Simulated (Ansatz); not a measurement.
C$_{2}$H$_{5}$N, charge +1, doublet, at a GFN2-xTB geometry (a state made from the parent by changing its charge; the spin is typed, not shown lowest). Base run: CAM-B3LYP/3-21G (Ansatz, a quantum-chemistry and plane-wave program).

Geometry (Å):
```xyz
8

C      1.2016    -0.2556     0.0502
N     -0.0736     0.1958     0.0781
C     -1.2778     0.1633    -0.1023
H      1.8208     0.4258    -0.5467
H      1.5980    -0.3036     1.0723
H      1.2922    -1.2655    -0.3923
H     -1.8246    -0.6762    -0.5557
H     -1.9138     1.0033     0.1886
```
Charge +1, spin multiplicity 2.
Orbitals are unrestricted.
All else is at Ansatz's defaults.

The base run was repeated with changes; each row names its change, and settings that it needs were set with it.

| change | E (Eh) | SCF-reference <S^2> |
|---|---|---|
| base | -132.79745 | 0.761 |
| functional = wB97X-V | -132.82276 | 0.760 |
| functional = PBE-QIDH | -132.59416 | 0.794 |
| functional = PBE0-DH | -132.67597 | 0.773 |
| functional = b3lyp; dispersion = d3bjatm | -132.88536 | 0.759 |
| functional = r2scan | -132.79274 | 0.764 |
| functional = pbe0; dispersion = d3bj | -132.71515 | 0.761 |
| functional = B97M-V | -132.86348 | 0.759 |
| functional = revpbe | -132.84014 | 0.756 |
| functional = hse06 | -132.70465 | 0.761 |
| functional = wB97X | -132.83194 | 0.761 |
| functional = wB97M-V | -132.80744 | 0.759 |
| functional = pbe | -132.70223 | 0.755 |

Total energies compare only within one method and basis.
